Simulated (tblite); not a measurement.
Isomers of C5H6F3PS. Calculated harmonic vibrations of the isolated species, GFN2-xTB (tblite), most abundant isotopes, no scaling. Errors from tens to a few hundred cm⁻¹ against measured bands are possible. Modes of hydrogen on phosphorus can be 10 to 20 % off. One conformer each.

Electronic energies: GFN2-xTB at the same geometries; isomer energies are rough at this level and their order can be wrong.

| SMILES | electronic energy, lowest = 0 (kcal/mol) |
| --- | --- |
| CC1=C(C)P1(=S)C(F)(F)F | 44.6 |
| FC(F)(F)C1=C[P@@H](=S)CC1 | 0.0 |
| C#C[P@H](=S)CCC(F)(F)F | 32.2 |
| C=C[P@@]1(=S)C[C@@H]1C(F)(F)F | 35.3 |
| CCC1=C[P@]1(=S)C(F)(F)F | 52.3 |

Q: How do GFN2-xTB zero-point energies change the relative energies?

A: 
```tsv
SMILES	ZPE (kcal/mol)	of it from modes above 1550 cm⁻¹	electronic (kcal/mol)	with ZPE, lowest = 0 (kcal/mol)	lowest mode (cm⁻¹)	rings
FC(F)(F)C1=C[P@@H](=S)CC1	63.5	26.9	0.0	0.0	27	1
C#C[P@H](=S)CCC(F)(F)F	62.0	28.1	32.2	30.6	37	0
C=C[P@@]1(=S)C[C@@H]1C(F)(F)F	62.9	28.6	35.3	34.6	32	1
CC1=C(C)P1(=S)C(F)(F)F	62.9	28.4	44.6	43.9	19	1
CCC1=C[P@]1(=S)C(F)(F)F	63.3	28.4	52.3	52.1	19	1
```

The zero-point energies span 1.5 kcal/mol, from `C#C[P@H](=S)CCC(F)(F)F` to `FC(F)(F)C1=C[P@@H](=S)CC1`. The order is unchanged.

Q: What do entropy and thermal enthalpy add at 298.15 K and 1 bar (rigid rotor, harmonic oscillator, one conformer each)?

A: 
| SMILES | point group | symmetry number | S (cal/(mol K)) | H − H(0) (kcal/mol) | ZPE + H − H(0) − TS (kcal/mol) |
| --- | --- | --- | --- | --- | --- |
| FC(F)(F)C1=C[P@@H](=S)CC1 | C1 | 1 | 103.5 | 7.08 | 39.7 |
| C#C[P@H](=S)CCC(F)(F)F | C1 | 1 | 108.1 | 7.83 | 37.6 |
| C=C[P@@]1(=S)C[C@@H]1C(F)(F)F | C1 | 1 | 106.9 | 7.65 | 38.7 |

Not tabulated: `CC1=C(C)P1(=S)C(F)(F)F` (lowest mode only 19 cm⁻¹); `CCC1=C[P@]1(=S)C(F)(F)F` (lowest mode only 19 cm⁻¹).
